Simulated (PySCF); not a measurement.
# Exercise with solution: entropy of an ideal gas

BH2, SMILES [BH2] (connectivity only; charge and spin as stated), charge +1, multiplicity 1.

Coordinates come from a PBE0-D3(BJ)/def2-TZVPD optimisation. The spin state was assumed, not searched. The isomer is the one that the SMILES or the coordinates give; other isomers of the formula were not compared.

PBE0-D3(BJ)/def2-TZVPD (PySCF) gives the harmonic wavenumbers 993, 993, 2657, 2948 cm⁻¹ and the rotational temperature 8.6522 K. The molar mass is 12.83 g/mol, the symmetry number 2, the spin multiplicity 1.

Q: Work out the entropy at 298.15 K and 1 atm in the rigid-rotor, harmonic-oscillator model.

A: 
Translation (Sackur–Tetrode at 1 atm): S = R[1.5 ln M + 2.5 ln T − 1.16487] = 140.6 J/(mol K).
Rotation: q = T/(σ θ) = 17.2, S = R[ln q + 1] = 32.0 J/(mol K).
Vibration: with u = 1.4388 ν/T, each mode gives R[u/(e^u − 1) − ln(1 − e^−u)]:
```csv
ν (cm⁻¹),modes,u,S (J/(mol K))
993,2,4.79,0.81
```
The stiffer modes add less than 0.005 each. Sum 0.8 J/(mol K).
Spin: R ln 1 = 0.0 J/(mol K).
Total 173.4 J/(mol K); the program's own thermochemistry gives 173.4. Translation makes up 81 % and vibration 0 %. Anharmonicity, hindered rotation and orbital degeneracy are left out.
